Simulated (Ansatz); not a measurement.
Relaxation of C5H9ClSi (16 atoms, charge 0, multiplicity 1), to a largest force component of 0.015 eV/Å in at most 40 steps.

Theory: Ansatz, RKS revPBE-D4/6-31G*.

```xyz
16
Properties=species:S:1:pos:R:3
C 0.521 -0.987 1.879
C 0.900 -0.089 0.929
C 0.267 0.048 -0.406
Si 1.586 -0.384 -1.767
C -0.975 0.445 -0.603
C -1.674 0.529 -1.956
Cl -2.026 0.876 0.688
H 1.012 -0.990 2.822
H -0.373 -1.581 1.744
H 1.779 0.533 1.165
H 1.063 -1.632 -2.437
H 2.888 -0.615 -1.179
H 1.563 0.750 -2.752
H -1.834 1.597 -2.249
H -1.102 0.073 -2.768
H -2.654 0.021 -1.941
```

Problem. Where does it end, and by what steps?

Solution. The forces met the threshold. After 11 steps the energy has fallen by 0.317 eV; H10 moved furthest, 0.40 Å.

| step | energy less start (eV) | largest force component (eV/Å) | accepted |
| --- | --- | --- | --- |
| 0 | 0.0000 | 3.019 | yes |
| 1 | -0.2001 | 1.033 | yes |
| 2 | -0.2582 | 0.796 | yes |
| 3 | -0.2881 | 0.349 | yes |
| 4 | -0.3057 | 0.109 | yes |
| 5 | -0.3096 | 0.122 | yes |
| 6 | -0.3137 | 0.090 | yes |
| 7 | -0.3152 | 0.061 | yes |
| 8 | -0.3161 | 0.052 | yes |
| 9 | -0.3165 | 0.022 | yes |
| 10 | -0.3166 | 0.016 | yes |
| 11 | -0.3166 | 0.007 | yes |

```xyz
16
Properties=species:S:1:pos:R:3
C 0.407 -0.862 1.995
C 0.946 -0.194 0.953
C 0.327 0.000 -0.376
Si 1.484 -0.349 -1.840
C -0.953 0.384 -0.619
C -1.616 0.537 -1.960
Cl -2.072 0.804 0.698
H 0.961 -0.977 2.933
H -0.587 -1.314 1.946
H 1.969 0.193 1.055
H 1.145 -1.649 -2.514
H 2.880 -0.443 -1.302
H 1.449 0.733 -2.881
H -2.001 1.564 -2.089
H -0.920 0.318 -2.785
H -2.478 -0.149 -2.044
```

Whether the end is a true minimum wasn't checked by a vibrational analysis.

Run time: 53 s on 2 threads of Arm Neoverse V1, on a shared host, peak memory 0.2 GiB.
